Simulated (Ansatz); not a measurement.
Frontier orbitals of CH5AlBCl, SMILES `[AlH2][BH]CCl`.

```tsv
atom	x (Å)	y (Å)	z (Å)
Al1	-1.8239	0.2125	-0.1188
B2	0.1691	0.1403	0.5967
C3	1.4625	0.0707	-0.2840
Cl4	1.1762	-1.7053	0.0168
H5	-2.6205	-1.0754	-0.6181
H6	-2.6162	1.5991	-0.1496
H7	0.3869	0.2147	1.7756
H8	2.4307	0.3232	0.1410
H9	1.4352	0.2201	-1.3596
```

The species carries charge 0 and has multiplicity 1. All single points use the PBE0-D4/def2-TZVP geometry. It is one conformer, not always the lowest. Basis def2-TZVPP, Ansatz 0.2.0.

```
             functional  HOMO (eV)  LUMO (eV)  gap (eV)
                    PBE      -5.95      -2.30      3.65
                 r2SCAN      -6.21      -2.01      4.20
                   PBE0      -7.13      -1.52      5.61
                  B3LYP      -6.95      -1.73      5.22
                r2SCANh      -6.64      -1.74      4.90
HSE06 (plane-wave form)      -6.73      -1.89      4.84
                ωB97M-V      -9.26       0.07      9.33
```

Against PBE, PBE0 changes HOMO and LUMO by −1.18 and +0.77 eV, ωB97M-V by −3.30 and +2.36 eV. A gap of 3.66 eV thus becomes 9.33 eV for the same molecule, so an orbital gap means little without its functional. A positive LUMO is unbound and depends on the basis.

B3LYP here is the variant with VWN-RPA as its local correlation; programs differ in this.
